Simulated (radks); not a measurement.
Charge is removed step by step from the 3p (averaged over the sub-levels emptied) level of neutral calcium, starting from [Ar] 4s2. Method: Dirac Kohn-Sham, PBE, spin-unpolarised, spherical densities, point nucleus; computed with a radial shooting solver on a logarithmic mesh with Libxc functionals.

[
 {"removed (e)": "0", "E - E(0) (eV)": "0.000", "eigenvalue (eV)": "-28.005", "E minus straight line (eV)": "0.000"},
 {"removed (e)": "0.25", "E - E(0) (eV)": "7.400", "eigenvalue (eV)": "-31.221", "E minus straight line (eV)": "-1.267"},
 {"removed (e)": "0.5", "E - E(0) (eV)": "15.623", "eigenvalue (eV)": "-34.583", "E minus straight line (eV)": "-1.712"},
 {"removed (e)": "0.75", "E - E(0) (eV)": "24.702", "eigenvalue (eV)": "-38.074", "E minus straight line (eV)": "-1.300"},
 {"removed (e)": "1", "E - E(0) (eV)": "34.669", "eigenvalue (eV)": "-41.680", "E minus straight line (eV)": "0.000"}
]

Removing the whole electron costs 34.669 eV by Delta-SCF, against 28.005 eV from minus the eigenvalue at the starting occupation. Slater's transition state (half an electron removed) gives 34.583 eV. Integrating minus the eigenvalue over the occupation (Janak's theorem) gives 34.669 eV. The mean slope of the eigenvalue, de/dn, is 13.7 eV per electron.
